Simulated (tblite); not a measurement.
Compound: C5H5N2Si (doublet state).
Structure used (GFN2-xTB), in Å, numbered top down from 1:
```
atom  x, y, z in Å
C1     3.0605   -0.0650    0.5525
C2     2.0692   -0.1720   -0.1198
Si3    0.5324   -0.3067   -1.1380
C4    -0.8285    0.6450   -0.2051
C5    -1.1328    1.9162   -0.6685
N6    -1.3500    2.9531   -1.1262
N7    -1.4075    0.1988    0.8825
C8    -1.7741   -0.9371    1.3004
H9     3.9302    0.0266    1.1377
H10    0.1207   -1.7165   -1.1787
H11    0.7048    0.3010   -2.4542
H12   -2.0401   -1.0345    2.3404
H13   -1.8892   -1.8084    0.6593
```

The geometry is computed with GFN2-xTB (gas phase). This method treats the open shell by occupation alone, without spin polarisation.

Masses are those of the commonest isotopes; rigid-rotor values at the optimised geometry. The values belong to one conformer with, in the numbering `[CH:1]#[C:2][SiH2:3][C:4]([C:5]#[N:6])[N:7]=[CH2:8]`, C2–Si3–C4–C5 101°, Si3–C4–N7–C8 -37°.

Q: Give the principal moments of inertia and the rotational constants in MHz.

A: Ia = 244.65, Ib = 402.90, Ic = 529.20 u·Å²; 505379 MHz·u·Å²/I gives A = 2066, B = 1254, C = 955.0 MHz.

Q: Classify the top.

A: An asymmetric top; Ray's κ = -0.461.

Q: What does the inertial defect say?

A: Not planar: Δ = Ic − Ia − Ib = -118.35 u·Å². For a rigid frame Δ = −2 Σ m c², so Σ m c² = 59.17 u·Å² lies off the ab plane: 11.22 from hydrogen and 47.96 from heavier atoms. The atom farthest from that plane is 1.92 Å away.

Q: Give the other two planar moments, Paa and Pbb, and the rms extents of the mass along the axes.

A: Paa = Σ m a² = (Ib + Ic − Ia)/2 = 343.73 and Pbb = Σ m b² = (Ia + Ic − Ib)/2 = 185.48 u·Å². With the mass M = 121.02 u, the rms extents √(P/M) along a, b and c are 1.69, 1.24, 0.70 Å.

Q: List the rotational levels J(Ka,Kc) to J = 4 (MHz).

A: Above 0(0,0):
J = 1: 1(0,1) 2209, 1(1,1) 3021, 1(1,0) 3320
J = 2: 2(0,2) 6559, 2(1,2) 7140, 2(1,1) 8038, 2(2,1) 10472, 2(2,0) 10541
J = 3: 3(0,3) 12933, 3(1,3) 13280, 3(1,2) 15066, 3(2,2) 17100, 3(2,1) 17423, 3(3,1) 21944, 3(3,0) 21955
J = 4: 4(0,4) 21230, 4(1,4) 21406, 4(1,3) 24331, 4(2,3) 25883, 4(2,2) 26746, 4(3,2) 30894, 4(3,1) 30963, 4(4,1) 37524, 4(4,0) 37526

Q: Estimate the classical rotational partition function at 10 K, 100 K and 200 K.

A: Point group C1, symmetry number σ = 1; q = (√π/σ)·√((kT/h)³/(ABC)), k/h = 20836.6 MHz/K: 3390 at 10 K, 107000 at 100 K, 303000 at 200 K.

For this open shell read J as N, the rotation without spin; fine and hyperfine splittings come on top. Its lowest GFN2-xTB frequency is 19i cm⁻¹, too small to tell a flat minimum from a shallow saddle. These are rigid-rotor constants of the computed structure; measured ground-state constants (B0) also hold zero-point vibration.

On one thread of an INTEL XEON PLATINUM 8581C at 2.30 GHz, no GPU, shared host with 32 logical CPUs at a one-minute load of 8.5, this took 0.47 s. These figures are those of the optimisation.
